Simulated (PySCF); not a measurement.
## Finite-field polarisability of N (nitrogen, neutral)

[He] 2s2 2p3, high-spin 4S determinant. Computed with PySCF 2.14 in def2-TZVPPD (6s3p3d1f, 37 functions), with the non-relativistic Hamiltonian (point nucleus). Frozen: 1s2. Energy changes in a uniform field (μhartree):

| axis | F (au) | HF | MP2 | CCSD | CCSD(T) |
| --- | --- | --- | --- | --- | --- |
| x | 0.0053 | -99.482 | -98.711 | -99.027 | -99.495 |
| x | 0.0106 | -397.997 | -394.937 | -396.197 | -398.075 |

**Question.** Derive α along x at CCSD(T) from the two fields.

**Answer.** With ΔE = −αF²/2 − γF⁴/24, α = −(16 ΔE(F) − ΔE(2F))/(6F²) = 7.083 bohr³.

**Question.** And the mean polarisability at each level?

**Answer.** HF 7.083, MP2 7.028, CCSD 7.050, CCSD(T) 7.083 bohr³. Reference: 7.4 ± 0.2 bohr³ (recommended; Schwerdtfeger and Nagle, table of static dipole polarizabilities (2023 update)).
